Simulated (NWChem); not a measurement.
The numbers come from NWChem runs, not from measurements. System: AlCl, charge 0, spin multiplicity 1, at a geometry optimised with PBE0/def2-SVP. The structure started from a generated list of species. Level: RI-MP2/cc-pVDZ, 10 core orbitals frozen.

Input file:

```
start mol
memory heap 200 mb stack 900 mb global 1100 mb
geometry units angstroms nocenter noautoz
  Al     0.000000     0.000000    -1.216591
  Cl     0.000000     0.000000     0.930334
  symmetry group C2v
end
basis spherical
  * library cc-pvdz
end
basis "ri-mp2 basis" spherical
  * library cc-pvdz-ri
end
scf
  rhf
  nopen 0
  maxiter 100
  thresh 1e-7
  semidirect memsize 60000000 filesize 0
end
mp2
  freeze core 10
end
task rimp2 energy
```

NWChem printed:

```
             Northwest Computational Chemistry Package (NWChem) 7.3.0
             --------------------------------------------------------

                                NWChem Input Module
                                -------------------

 Scaling coordinates for geometry "geometry" by  1.889725989
 (inverse scale =  0.529177249)

 Turning off AUTOSYM since
 SYMMETRY directive was detected!

                             Geometry "geometry" -> ""
                             -------------------------

 Output coordinates in angstroms (scale by  1.889725989 to convert to a.u.)

  No.       Tag          Charge          X              Y              Z
 ---- ---------------- ---------- -------------- -------------- --------------
    1 Al                  13.0000     0.00000000     0.00000000    -1.21659100
    2 Cl                  17.0000     0.00000000     0.00000000     0.93033400

 Effective nuclear repulsion energy (a.u.)      54.4724068279

            Nuclear Dipole moment (a.u.)
            ----------------------------
        X                 Y               Z
 ---------------- ---------------- ----------------
     0.0000000000     0.0000000000    -0.0000094486

      Symmetry information
      --------------------

 Group name             C2v
 Group number             16
 Group order               4
 No. of unique centers     2

      Symmetry unique atoms

     1    2


 Summary of "ao basis" -> "" (spherical)
 ------------------------------------------------------------------------------
       Tag                 Description            Shells   Functions and Types
 ---------------- ------------------------------  ------  ---------------------
 *                          cc-pvdz                   on all atoms

 Summary of "ri-mp2 basis" -> "" (spherical)
 ------------------------------------------------------------------------------
       Tag                 Description            Shells   Functions and Types
 ---------------- ------------------------------  ------  ---------------------
 *                         cc-pvdz-ri                 on all atoms
[...]
 Summary of "ri-mp2 basis" -> "ri-mp2 basis" (spherical)
 ------------------------------------------------------------------------------
       Tag                 Description            Shells   Functions and Types
 ---------------- ------------------------------  ------  ---------------------
 Al                        cc-pvdz-ri               24       76   9s7p5d3f
 Cl                        cc-pvdz-ri               24       76   9s7p5d3f

 SCF Reference Information:
            File: './mol.movecs'
           Title: ''
    Size (AOxMO):     36 x     36
       Total Occ:              30.00
 RI-MP2 Calculation Information:
          Nr. of AO basis functions:         36
     Nr. of fitting basis functions:        152
               Nr. of MO spin cases:          1
        Nr. of MOs to be correlated:         26
     Nr. of occupied MOs correlated:          5
      Nr. of virtual MOs correlated:         21

          RI integral approximation: 'V'
    Threshold for Schwarz screening:  1.000E-09
 Smallest eigenvalue retained in fit  1.000E-08
    Type of storage for MO integrals 'EAF library'

 Transformation block size    5, requiring     1 integral passes.
 XForm_3cInts: Completed     1:    5 pass.
 Energy evaluation using block sizes     5    5
 RIMP2_V_E2: Approx. ints. done (    1:    5,    1:    5)
 RIMP2_V_E2: Copy to B done (    1:    5,    1:    5)
 RIMP2_V_E2: Denominators done (    1:    5,    1:    5)
 RIMP2_V_E2: Completed block (    1:    5,    1:    5)

          -------------------------------------------
          SCF energy                -701.485330081825
          Correlation energy          -0.178247278555
          Total MP2 energy          -701.663577360380
          -------------------------------------------

 -----------------------
 Performance information
 -----------------------

 Timer overhead =  9.92D-08 seconds/call

               Nr. of calls         CPU time (s)                 Wall time (s)                GFlops
             ---------------    -------------------     ------------------------------   -------------------
Name         Min   Avg   Max    Min     Avg     Max     Min     Avg     Max   Mx/calls   Min     Max     Sum
Overall       1     1     1   0.69    0.69    0.69     0.69    0.69    0.69    0.69      0.0     0.0     0.0
3c integr     1     1     1   4.22E-2 4.22E-2 4.22E-2  4.22E-2 4.22E-2 4.22E-2 4.22E-2   0.0     0.0     0.0
Energy        1     1     1   1.34E-3 1.34E-3 1.34E-3  1.34E-3 1.34E-3 1.34E-3 1.34E-3   0.0     0.0     0.0
3c integr     1     1     1   4.13E-2 4.13E-2 4.13E-2  4.13E-2 4.13E-2 4.13E-2 4.13E-2   0.0     0.0     0.0
First 2/3     3     3     3   2.39E-4 2.39E-4 2.39E-4  2.39E-4 2.39E-4 2.39E-4 7.98E-5   0.0     0.0     0.0
Final 1/3     1     1     1   2.79E-4 2.79E-4 2.79E-4  2.79E-4 2.79E-4 2.79E-4 2.79E-4   0.0     0.0     0.0
Write 3c      1     1     1   1.26E-4 1.26E-4 1.26E-4  1.26E-4 1.26E-4 1.26E-4 1.26E-4   0.0     0.0     0.0
Read 3c i     1     1     1   4.37E-5 4.37E-5 4.37E-5  4.37E-5 4.37E-5 4.37E-5 4.37E-5   0.0     0.0     0.0
Fitting b     1     1     1   8.68E-3 8.68E-3 8.68E-3  8.68E-3 8.68E-3 8.68E-3 8.68E-3   0.0     0.0     0.0
Schwarz i     1     1     1   7.29E-3 7.29E-3 7.29E-3  7.29E-3 7.29E-3 7.29E-3 7.29E-3   0.0     0.0     0.0
Form 4ci      1     1     1   1.34E-4 1.34E-4 1.34E-4  1.35E-4 1.35E-4 1.35E-4 1.35E-4   0.0     0.0     0.0
Form A &      1     1     1   8.60E-4 8.60E-4 8.60E-4  8.60E-4 8.60E-4 8.60E-4 8.60E-4   0.0     0.0     0.0
Denominat     1     1     1   8.28E-6 8.28E-6 8.28E-6  8.28E-6 8.28E-6 8.28E-6 8.28E-6   0.0     0.0     0.0
Pair Ener     1     1     1   5.19E-5 5.19E-5 5.19E-5  5.19E-5 5.19E-5 5.19E-5 5.19E-5   0.0     0.0     0.0

 The average no. of pstat calls per process was 1.60D+01
 with a timing overhead of 1.59D-06s

 Task  times  cpu:        0.7s     wall:        0.7s

 Total times  cpu:        0.7s     wall:        0.7s
```
